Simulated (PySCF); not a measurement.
# Energy profile

The step: CH₅ClGe ([CH3][GeH2][Cl]) → CH₄Ge ([CH2][GeH2]) + HCl; bonds formed: Cl2–H4; bonds broken: Ge1–Cl2, C3–H4 (atoms numbered as in the saddle structure below).

```xyz
8
angstrom
Ge -0.8450 0.3452 0.5135
Cl 1.4891 -1.4878 1.0730
C 0.1659 0.3227 -0.9800
H 1.0124 -0.6627 -0.0550
H -0.5623 1.2899 1.6784
H -1.9153 -0.7062 0.7940
H 0.8129 1.1655 -1.1938
H -0.1577 -0.2665 -1.8300
```

Electronic energies by CCSD(T) at an estimated basis limit (MP2 extrapolated from triple and quadruple zeta, plus CCSD(T) − MP2 in triple zeta), on PBE0-D4/def2-TZVP structures; CH₅ClGe, singlet; no counterpoise correction. Program: PySCF 2.14 with density fitting (its default auxiliary sets; JK sets also for MP2 and CCSD(T)). Basis: def2-TZVPP and def2-QZVPP. Cores are frozen in the correlated methods. Filled d shells of the heavier atoms are correlated. The def2 sets are not built for correlating such inner shells, so the correlated values are less sure here. Extrapolation: Hartree–Fock as exp(−7.88 √X), correlation as X^−2.97.

Question: Give the profile in kcal/mol, counted from the start structure. (Judge from chemistry; the value comes from the calculation.)

Answer: By the calculation:
| point | kcal/mol |
| --- | --- |
| start structure | 0.00 |
| saddle | 75.64 |
| end structure | 65.36 |
| separated: CH₄Ge (linked as [CH2][GeH2]; Ge1, C3, H5, H6, H7, H8; singlet) + HCl (Cl2, H4; singlet) | 69.09 |

The T1 diagnostic stays at or below 0.017. The restricted Hartree–Fock reference is unstable towards an unrestricted one at one or more of these structures.

For scale, one of the runs: CCSD(T)/def2-TZVPP, 191 basis functions, launched by `OMP_NUM_THREADS=4 python run.py`. Time: 8 min of wall clock on 4 CPU threads of an Arm Neoverse V2; the host was shared. Peak host memory: 2.4 GiB.
